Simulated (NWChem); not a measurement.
System: C4H2BrCl; SMILES C#C/C=C(/Cl)Br

Output (shortened):

```
             Northwest Computational Chemistry Package (NWChem) 7.3.0
             --------------------------------------------------------

 CS  symmetry detected

                             Geometry "geometry" -> ""
                             -------------------------

 Output coordinates in angstroms (scale by  1.889725989 to convert to a.u.)

  No.       Tag          Charge          X              Y              Z
 ---- ---------------- ---------- -------------- -------------- --------------
    1 C                    6.0000    -0.63456102     3.26349435     0.00000000
    2 C                    6.0000    -0.96414406     2.09493889     0.00000000
    3 C                    6.0000    -1.39633958     0.74826894     0.00000000
    4 C                    6.0000    -0.58286339    -0.32611308     0.00000000
    5 Cl                  17.0000    -1.21297421    -1.92169065     0.00000000
    6 Br                  35.0000     1.28267237    -0.19607889     0.00000000
    7 H                    1.0000    -0.33145713     4.29446746     0.00000000
    8 H                    1.0000    -2.47406606     0.55350020     0.00000000

 Effective nuclear repulsion energy (a.u.)     430.3182260042

      Symmetry information
      --------------------

 Group name             Cs
 Group number              2
 Group order               2
 No. of unique centers     8

                                 NWChem DFT Module
                                 -----------------

 Summary of "ao basis" -> "ao basis" (spherical)
 ------------------------------------------------------------------------------
       Tag                 Description            Shells   Functions and Types
 ---------------- ------------------------------  ------  ---------------------
 C                           6-31g*                  6       14   3s2p1d
 Cl                          6-31g*                  8       18   4s3p1d
 Br                          6-31g*                 12       32   5s4p3d
 H                           6-31g*                  2        2   2s

      Symmetry analysis of basis
      --------------------------

        a'         79
        a"         31

            General Information
            -------------------
          SCF calculation type: DFT
          Wavefunction type:  closed shell.
          No. of atoms     :     8
          No. of electrons :    78
           Alpha electrons :    39
            Beta electrons :    39
          Charge           :     0
          Spin multiplicity:     1
          Use of symmetry is: on ; symmetry adaption is: on
          Maximum number of iterations: 150
          AO basis - number of functions:   110
                     number of shells:    48
          Convergence on energy requested:  1.00D-06
          Convergence on density requested:  1.00D-05
          Convergence on gradient requested:  5.00D-04

              XC Information
              --------------
                         PBE0 Method XC Functional
                     Hartree-Fock (Exact) Exchange  0.250
          PerdewBurkeErnzerhof Exchange Functional  0.750
            Perdew 1991 LDA Correlation Functional  1.000 local
           PerdewBurkeErnz. Correlation Functional  1.000 non-local

             Grid Information
             ----------------
          Grid used for XC integration:  medium
          Radial quadrature: Mura-Knowles
          Angular quadrature: Lebedev.
          Tag              B.-S. Rad. Rad. Pts. Rad. Cut. Ang. Pts.
          ---              ---------- --------- --------- ---------
          C                   0.70       49          12.0       434
          Cl                  1.00       88          13.0       590
          Br                  1.15      112          11.0       590
          H                   0.35       45          14.0       434
          Grid pruning is: on
          Number of quadrature shells:   486
          Spatial weights used:  Erf1

      Superposition of Atomic Density Guess
      -------------------------------------

 Sum of atomic energies:       -3183.17534292

      Non-variational initial energy
      ------------------------------

 Total energy =   -3185.814650
 1-e energy   =   -5277.016970
 2-e energy   =    1660.884094
 HOMO         =      -0.233276
 LUMO         =       0.005863

      Symmetry analysis of molecular orbitals - initial
      -------------------------------------------------

  Numbering of irreducible representations:

     1 a'          2 a"

  Orbital symmetries:

     1 a'          2 a'          3 a'          4 a'          5 a'
     6 a"          7 a'          8 a'          9 a'         10 a'
    11 a'         12 a'         13 a'         14 a'         15 a"
    16 a'         17 a'         18 a"         19 a'         20 a'
    21 a"         22 a'         23 a"         24 a'         25 a'
    26 a'         27 a'         28 a'         29 a'         30 a'
    31 a'         32 a"         33 a'         34 a'         35 a"
    36 a"         37 a'         38 a'         39 a"         40 a"
    41 a'         42 a'         43 a'         44 a'         45 a"
    46 a'         47 a'         48 a'         49 a'

[...]

                         DFT ENERGY GRADIENTS

    atom               coordinates                        gradient
                 x          y          z           x          y          z
   1 C      -1.199146   6.167110   0.000000    0.001155   0.002329   0.000000
   2 C      -1.821968   3.958860   0.000000   -0.001939  -0.004680   0.000000
   3 C      -2.638699   1.414023   0.000000    0.002042   0.001794   0.000000
   4 C      -1.101452  -0.616264   0.000000    0.003240  -0.004844   0.000000
   5 Cl     -2.292189  -3.631469   0.000000    0.001101   0.001478   0.000000
   6 Br      2.423899  -0.370535   0.000000   -0.002602  -0.000378   0.000000
   7 H      -0.626363   8.115367   0.000000    0.001473   0.005573   0.000000
   8 H      -4.675307   1.045964   0.000000   -0.004471  -0.001272   0.000000
```

Level: PBE0/6-31G* (spherical d). The geometry was optimised at PBE0/def2-SVP.

Task: Which NWChem input produces such a log?

Result: Several could match; the one computed here: the input that was run:
```
start job
memory heap 200 mb stack 900 mb global 1100 mb
geometry units angstroms noautoz
  C     -0.857738     3.173620     0.000000
  C     -1.106291     1.985189     0.000000
  C     -1.444982     0.612017     0.000000
  C     -0.559642    -0.403962     0.000000
  Cl    -1.078687    -2.039046     0.000000
  Br     1.292559    -0.146117     0.000000
  H     -0.626153     4.222975     0.000000
  H     -2.506788     0.343694     0.000000
end
basis spherical
  * library 6-31g*
end
dft
  xc pbe0
  iterations 150
  mulliken
end
task dft gradient
```
